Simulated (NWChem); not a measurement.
# CH$_{3}$IOSi, singlet; SMILES CO[Si]I

```xyz
7

Si     1.2341    -1.1073    -0.0014
I     -0.0687     1.0737    -0.0003
O      0.0565    -2.2507     0.0028
C     -1.3423    -2.3717     0.0084
H     -1.8313    -1.3839    -0.0109
H     -1.6589    -2.9512    -0.8722
H     -1.6559    -2.9141     0.9134
```
Atoms are numbered in this order, from 1.

Level: PBE0/def2-SVP with def2 effective core potentials on I (NWChem), optimised geometry, unscaled harmonic frequencies. Low-valent species are run as closed-shell singlets; no triplet was tried in these runs. def2 effective core potentials on I; no spin-orbit coupling.

| frequency (cm⁻¹) | IR intensity (km/mol) |
|---|---|
| 77 | 0.0 |
| 132 | 4.4 |
| 190 | 10.2 |
| 267 | 5.9 |
| 373 | 107.8 |
| 741 | 78.2 |
| 1169 | 59.6 |
| 1176 | 2.1 |
| 1214 | 244.7 |
| 1461 | 5.3 |
| 1469 | 8.2 |
| 1470 | 4.4 |
| 3045 | 42.9 |
| 3148 | 9.5 |
| 3156 | 13.7 |

```yaml
zero_point_energy: 27.3 kcal/mol
thermal correction to the enthalpy at 298.15 K (with zero-point energy): 31.5 kcal/mol
heat capacity Cv: 16.6 cal/(mol K)
entropy at 298.15 K and 1 atm (symmetry number 1): 81.5 cal/(mol K)
```

Rigid rotor and harmonic oscillator; modes under 100 cm⁻¹ make the entropy uncertain.
